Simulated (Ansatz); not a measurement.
The cluster Cu2F2. Total charge 0; singlet. Geometry PBE-D4/def2-SVP, basis def2-TZVP, Ansatz.

```xyz
4

Cu    0.031    0.618   -0.037
Cu   -0.156   -1.733    0.069
F    -1.125    1.723   -0.738
F     1.249   -0.608    0.707
```

```
run  HOMO (eV)  LUMO (eV)
  A      -7.32      -3.54
  B      -7.26      -3.71
  C      -9.60      -1.69
  D      -5.87      -4.64
  E      -6.00      -4.38
  F      -5.75      -4.50
```

Another isomer (singlet) lies 0.08 eV lower at PBE0-D4/def2-TZVP.

Task: The runs used PBE, PBE0, r2SCAN, r2SCAN0, revPBE, ωB97X-V. Estimate which is which.

Result: A r2SCAN0 (25 % exact exchange); B PBE0 (25 % exact exchange); C ωB97X-V (range-separated); D PBE (0 % exact exchange); E r2SCAN (0 % exact exchange); F revPBE (0 % exact exchange). Exact exchange lowers occupied and raises empty levels; among semilocal functionals meta-GGAs tend to open the gap a little, and such runs are hard to tell apart. The gap grows from 1.24 eV (PBE) to 7.90 eV (ωB97X-V).
